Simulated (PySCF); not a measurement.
## Electron correlation in Br (bromine, neutral)

[Ar] 3d10 4s2 4p5, 2P determinant. Computed with PySCF 2.14 in cc-pVDZ-PP with ECP10MDF (4s3p2d, 23 functions), with scalar relativity through the core potential. Frozen: 3s2 3p6 3d10; 7 electrons correlated.

MP2 pair energies summed by pair of shells (mhartree):

```tsv
pair	energy	share (%)
4p-4p	-60.84	65.6
4s-4p	-26.20	28.3
4s-4s	-5.63	6.1
```

Total MP2 correlation energy: -92.67 mhartree.

Same-spin part -23.73 and opposite-spin part -68.94 mhartree; SCS-MP2 scales them by 1/3 and 6/5 to -90.64 mhartree.

| level | correlation energy (mhartree) |
| --- | --- |
| CCSD | -106.60 |
| (T) | -0.91 |
| CCSD(T) | -107.51 |

Diagnostics: T1 = 0.0050, D1 = 0.0169, largest double amplitude 0.049.

Cost of the coupled-cluster step: 0.06 s of wall time on 1 thread of Intel(R) Xeon(R) 6975P-C (shared host), for 7 correlated electrons.
